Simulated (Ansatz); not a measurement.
(HZn-mu-OH)2 (Zn2O2H4), relaxed as a singlet with RKS r2SCAN-D4/def2-SVP in Ansatz, starting from the GFN2-xTB geometry. Force threshold 0.02 eV/Å.

Start:

```xyz
8

Zn    0.910    1.070   -0.291
H     1.834    2.160   -0.576
O     0.990   -0.765    0.290
Zn   -0.910   -1.071    0.286
H    -1.834   -2.157    0.580
O    -0.990    0.761   -0.296
H     1.729   -1.331    0.515
H    -1.728    1.333   -0.508
```

**Question.** Estimate the energy that the relaxation releases and the steps that it takes.

**Answer.** 0.12 eV, in 4 steps; 8 s on 4 threads of Intel Xeon Platinum 8259CL on a shared host. No frequencies were taken in this run, so the end may be a saddle point.

**Question.** Does the start keep its bonding and symmetry?

**Answer.** By distances, no bond broke or formed. The bond that changes most is Zn4–H5, from 1.46 to 1.53 Å (atoms count from 1). Point group D2h at the start, D2h at the end, both within 0.05 Å.

**Question.** Predict the relaxed structure.

**Answer.** 
```xyz
8

Zn    0.940    1.106   -0.296
H     1.909    2.247   -0.601
O     0.954   -0.735    0.281
Zn   -0.940   -1.106    0.296
H    -1.909   -2.246    0.603
O    -0.954    0.734   -0.283
H     1.695   -1.306    0.501
H    -1.695    1.306   -0.502
```
Bond lengths (bridged metal pairs left out): 4 × O–Zn 1.93 Å; 2 × H–Zn 1.53 Å; 2 × H–O 0.96 Å.
